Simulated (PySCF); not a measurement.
C2H7ClOSi.

```xyz
12

C     -2.3410    -0.6259     0.7231
C     -1.2193     0.1513     0.0293
O     -1.1300     1.5062     0.4782
Si     0.4805    -0.7086     0.2204
Cl     1.9187     0.2488    -0.9419
H     -2.1301    -0.7667     1.8058
H     -2.4819    -1.6315     0.2762
H     -3.2959    -0.0677     0.6369
H     -1.4407     0.2179    -1.0586
H     -0.9314     1.4799     1.4339
H      0.4483    -2.1608    -0.1725
H      0.8879    -0.5827     1.6652
```

Coordinates come from a PBE-D3(BJ)/def2-SVP optimisation. The structure was generated by enumeration; whether it is a known compound was not checked. The values are those of a single conformer.

Computed with KT2/pcSseg-1 in PySCF. Non-relativistic, no solvent.

Computed absolute GIAO shielding of each atom: isotropic value and principal components (ppm):
```csv
atom,σ(iso),σ11,σ22,σ33,span
C1,160.6,141.0,156.7,184.2,43.2
C2,114.5,86.3,107.9,149.2,62.9
O3,259.1,228.7,245.9,302.7,74.0
Si4,365.3,308.4,366.4,421.2,112.8
Cl5,984.3,916.4,1010.8,1025.6,109.1
H6,30.1,26.8,29.0,34.6,7.8
H7,29.7,25.6,27.5,36.0,10.4
H8,29.2,25.7,26.7,35.2,9.5
H9,27.3,24.9,26.8,30.2,5.4
H10,31.5,24.5,29.5,40.6,16.1
H11,25.7,21.5,25.1,30.6,9.1
H12,26.4,22.7,25.6,30.9,8.2
```
